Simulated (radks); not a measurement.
The copper ion Cu+, configuration [Ar] 3d10 (the NIST ground configuration). Method: scalar-relativistic Kohn-Sham, LDA (Slater exchange, Perdew-Wang correlation), spin-unpolarised, spherical densities, finite nucleus; Fermi nuclear charge, rms radius 3.8823 fm; computed with a radial shooting solver on a logarithmic mesh with Libxc functionals.

Normalised radial functions P(r) = r R(r), r in bohr:

r,2p,3d,4s
0.002289,0.0043,0.0000,0.0215
0.00347,0.0094,0.0000,0.0311
0.005303,0.0206,0.0000,0.0446
0.008039,0.0444,0.0001,0.0615
0.01219,0.0943,0.0004,0.0809
0.01862,0.1978,0.0014,0.0985
0.02823,0.3920,0.0044,0.1034
0.04279,0.7282,0.0134,0.0792
0.06538,1.2386,0.0389,0.0074
0.09911,1.8053,0.1020,-0.1011
0.1502,2.1372,0.2374,-0.1782
0.2296,1.8663,0.4772,-0.1044
0.348,1.0611,0.7694,0.1346
0.5276,0.3273,0.9636,0.2966
0.8061,0.0402,0.9137,0.0946
1.222,0.0015,0.6764,-0.3533
1.852,0.0000,0.4014,-0.6647
2.831,0.0000,0.1770,-0.5920
4.291,0.0000,0.0501,-0.2765
6.505,0.0000,0.0068,-0.0571
9.939,0.0000,0.0003,-0.0036

2p: eigenvalue -924.88 eV, 0 radial nodes, <r> = 0.207 bohr, 90 % of the charge inside 0.338 bohr. 3d: eigenvalue -14.007 eV, 0 radial nodes, <r> = 1.01 bohr, 90 % of the charge inside 1.83 bohr. 4s (empty): eigenvalue -12.151 eV, 3 radial nodes at r = 0.0675, 0.281, 0.888 bohr, <r> = 2.55 bohr, 90 % of the charge inside 3.85 bohr.
